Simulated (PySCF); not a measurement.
F$_{6}$Si, charge -2, singlet, geometry from GFN2-xTB (in this run its highest filled SCF level lies above zero, so its values depend strongly on the basis, on diffuse functions most of all); M062X/STO-3G in PySCF.

The PySCF input:
```python
from pyscf import gto, scf, dft

mol = gto.Mole()
mol.atom = '''
    F     0.39884880   -1.65434300   -0.16462041
    Si    0.00000000    0.00000000   -0.00000000
    F     1.17504728    0.40027767   -1.17561587
    F    -1.17504728   -0.40027767    1.17561587
    F     1.17610141    0.16111496    1.23038955
    F    -0.39884880    1.65434300    0.16462041
    F    -1.17610141   -0.16111496   -1.23038955
'''
mol.basis = 'sto-3g'
mol.charge = -2
mol.verbose = 4
mol.build()

mf = dft.RKS(mol)
mf.xc = 'm062x'
mf.kernel()
mf.analyze()
```

Q: Predict the main parts of the log of this PySCF run.

A: 
```
PySCF version 2.14.0

[INPUT] verbose = 4
[INPUT] num. atoms = 7
[INPUT] num. electrons = 70
[INPUT] charge = -2
[INPUT] spin (= nelec alpha-beta = 2S) = 0
[INPUT] symmetry False subgroup None
[INPUT] Mole.unit = angstrom
[INPUT] Symbol           X                Y                Z      unit          X                Y                Z       unit  Magmom
[INPUT]  1 F      0.398848800000  -1.654343000000  -0.164620410000 AA    0.753714997111  -3.126255186091  -0.311087489414 Bohr   0.0
[INPUT]  2 Si     0.000000000000   0.000000000000   0.000000000000 AA    0.000000000000   0.000000000000   0.000000000000 Bohr   0.0
[INPUT]  3 F      1.175047280000   0.400277670000  -1.175615870000 AA    2.220517542615   0.756415170079  -2.221592021992 Bohr   0.0
[INPUT]  4 F     -1.175047280000  -0.400277670000   1.175615870000 AA   -2.220517542615  -0.756415170079   2.221592021992 Bohr   0.0
[INPUT]  5 F      1.176101410000   0.161114960000   1.230389550000 AA    2.222509559615   0.304463148970   2.325099276027 Bohr   0.0
[INPUT]  6 F     -0.398848800000   1.654343000000   0.164620410000 AA   -0.753714997111   3.126255186091   0.311087489414 Bohr   0.0
[INPUT]  7 F     -1.176101410000  -0.161114960000  -1.230389550000 AA   -2.222509559615  -0.304463148970  -2.325099276027 Bohr   0.0

nuclear repulsion = 484.334518229102
number of shells = 23
number of NR pGTOs = 117
number of NR cGTOs = 39
basis = sto-3g
ecp = {}

******** <class 'pyscf.dft.rks.RKS'> ********
method = RKS
initial guess = minao
damping factor = 0
level_shift factor = 0
DIIS = <class 'pyscf.scf.diis.CDIIS'>
diis_start_cycle = 1
diis_space = 8
diis_damp = 0
SCF conv_tol = 1e-09
SCF conv_tol_grad = None
SCF max_cycles = 50
direct_scf = True
direct_scf_tol = 1e-13
XC library pyscf.dft.libxc version 7.1.2
    S. Lehtola, C. Steigemann, M. J. T. Oliveira, and M. A. L. Marques,  SoftwareX 7, 1–5 (2018)
XC functionals = m062x
    Y. Zhao and D. G. Truhlar,  Theor. Chem. Acc. 120, 215 (2008)
    Y. Zhao and D. G. Truhlar,  Theor. Chem. Acc. 120, 215 (2008)
radial grids:
    Treutler-Ahlrichs [JCP 102, 346 (1995); DOI:10.1063/1.469408] (M4) radial grids

becke partition: Becke, JCP 88, 2547 (1988); DOI:10.1063/1.454033
pruning grids: <function nwchem_prune>
grids dens level: 3
symmetrized grids: False
atomic radii adjust function: <function treutler_atomic_radii_adjust>
small_rho_cutoff = 0
Set gradient conv threshold to 3.16228e-05
Initial guess from minao.
tot grids = 104752
init E= -876.55669344393
  HOMO = -0.603140849824103  LUMO = 0.0176304913596192  gap/eV = 16.89205
cycle= 1 E= -875.946174457186  delta_E= 0.611  |g|= 0.639  |ddm|= 3.03
  HOMO = 0.336118684031174  LUMO = 0.898526978478097  gap/eV = 15.30391
cycle= 2 E= -876.094015665738  delta_E= -0.148  |g|= 0.208  |ddm|= 1.33
  HOMO = 0.312409450454142  LUMO = 0.947721244940185  gap/eV = 17.28771
cycle= 3 E= -876.108351377526  delta_E= -0.0143  |g|= 0.00891  |ddm|= 0.321
  HOMO = 0.310873228764374  LUMO = 0.948650815944673  gap/eV = 17.35481
cycle= 4 E= -876.108391551943  delta_E= -4.02e-05  |g|= 0.000854  |ddm|= 0.0196
  HOMO = 0.310864419256288  LUMO = 0.948552884604839  gap/eV = 17.35239
cycle= 5 E= -876.108392026045  delta_E= -4.74e-07  |g|= 5.48e-05  |ddm|= 0.00242
  HOMO = 0.310871797502138  LUMO = 0.948579360723485  gap/eV = 17.35291
cycle= 6 E= -876.108392027725  delta_E= -1.68e-09  |g|= 1.84e-06  |ddm|= 0.000146
  HOMO = 0.310871720125289  LUMO = 0.948579823113503  gap/eV = 17.35292
cycle= 7 E= -876.108392027726  delta_E= -4.55e-13  |g|= 4.45e-07  |ddm|= 4.87e-06
  HOMO = 0.310871686508778  LUMO = 0.948579801534291  gap/eV = 17.35292
Extra cycle  E= -876.108392027726  delta_E= -4.55e-13  |g|= 1.7e-07  |ddm|= 1.19e-06
converged SCF energy = -876.108392027726
**** SCF Summaries ****
Total Energy =                        -876.108392027726040
Nuclear Repulsion Energy =             484.334518229101775
One-electron Energy =                -2238.853779351906724
Two-electron Energy =                  878.410869095078965
Two-electron Coulomb Energy =          964.835616559502114
DFT Exchange-Correlation Energy =      -86.424747464423120
HOMO-LUMO gap [eV] =                    17.352921686045804
**** MO energy ****
MO #1   energy= -65.801641839669   occ= 2
MO #2   energy= -24.1645235917969  occ= 2
MO #3   energy= -24.1643876866302  occ= 2
MO #4   energy= -24.1643299463568  occ= 2
MO #5   energy= -24.1642805598086  occ= 2
MO #6   energy= -24.1637866928452  occ= 2
MO #7   energy= -24.163725153945   occ= 2
MO #8   energy= -4.90307695544387  occ= 2
MO #9   energy= -3.12577631770805  occ= 2
MO #10  energy= -3.12577597822137  occ= 2
MO #11  energy= -3.12577498340539  occ= 2
MO #12  energy= -0.654674525501444 occ= 2
MO #13  energy= -0.595532618943729 occ= 2
MO #14  energy= -0.595509311133034 occ= 2
MO #15  energy= -0.595296596040616 occ= 2
MO #16  energy= -0.564313916000399 occ= 2
MO #17  energy= -0.564179129577779 occ= 2
MO #18  energy= 0.0272873088409806 occ= 2
MO #19  energy= 0.133418726736473  occ= 2
MO #20  energy= 0.133429513084689  occ= 2
MO #21  energy= 0.133458788674113  occ= 2
MO #22  energy= 0.266142902273935  occ= 2
MO #23  energy= 0.266260896154893  occ= 2
MO #24  energy= 0.266275423911986  occ= 2
MO #25  energy= 0.292551576538962  occ= 2
MO #26  energy= 0.292599092565531  occ= 2
MO #27  energy= 0.292601806491242  occ= 2
MO #28  energy= 0.301882954996671  occ= 2
MO #29  energy= 0.301922264291138  occ= 2
MO #30  energy= 0.304425495652176  occ= 2
MO #31  energy= 0.304457934333562  occ= 2
MO #32  energy= 0.304475749296374  occ= 2
MO #33  energy= 0.310738150922407  occ= 2
MO #34  energy= 0.310854879849732  occ= 2
MO #35  energy= 0.310871686508778  occ= 2
MO #36  energy= 0.948579801534291  occ= 0
MO #37  energy= 1.08939721201452   occ= 0
MO #38  energy= 1.08948814038107   occ= 0
MO #39  energy= 1.08954122383128   occ= 0
 ** Mulliken pop on meta-lowdin orthogonal AOs  **
 ** Mulliken pop  **
pop of  0 F 1s            1.99997
pop of  0 F 2s            1.90901
pop of  0 F 2px           1.94653
pop of  0 F 2py           1.63334
pop of  0 F 2pz           1.96256
pop of  1 Si 1s           2.00000
pop of  1 Si 2s           1.99982
pop of  1 Si 3s           1.06284
pop of  1 Si 2px          1.99875
pop of  1 Si 2py          1.99875
pop of  1 Si 2pz          1.99875
pop of  1 Si 3px          0.74408
pop of  1 Si 3py          0.74411
pop of  1 Si 3pz          0.74412
pop of  2 F 1s            1.99997
pop of  2 F 2s            1.90903
pop of  2 F 2px           1.79814
pop of  2 F 2py           1.94637
pop of  2 F 2pz           1.79797
pop of  3 F 1s            1.99997
pop of  3 F 2s            1.90903
pop of  3 F 2px           1.79814
pop of  3 F 2py           1.94637
pop of  3 F 2pz           1.79797
pop of  4 F 1s            1.99997
pop of  4 F 2s            1.90902
pop of  4 F 2px           1.79778
pop of  4 F 2py           1.96271
pop of  4 F 2pz           1.78203
pop of  5 F 1s            1.99997
pop of  5 F 2s            1.90901
pop of  5 F 2px           1.94653
pop of  5 F 2py           1.63334
pop of  5 F 2pz           1.96256
pop of  6 F 1s            1.99997
pop of  6 F 2s            1.90902
pop of  6 F 2px           1.79778
pop of  6 F 2py           1.96271
pop of  6 F 2pz           1.78203
 ** Mulliken atomic charges  **
charge of    0F =     -0.45141
charge of    1Si =      0.70880
charge of    2F =     -0.45147
charge of    3F =     -0.45147
charge of    4F =     -0.45151
charge of    5F =     -0.45141
charge of    6F =     -0.45151

WARN: System has nonzero charge -2; the dipole moment is origin-dependent.
Location of origin: [0. 0. 0.]

Dipole moment(X, Y, Z, Debye):  0.00000, -0.00000,  0.00000
```
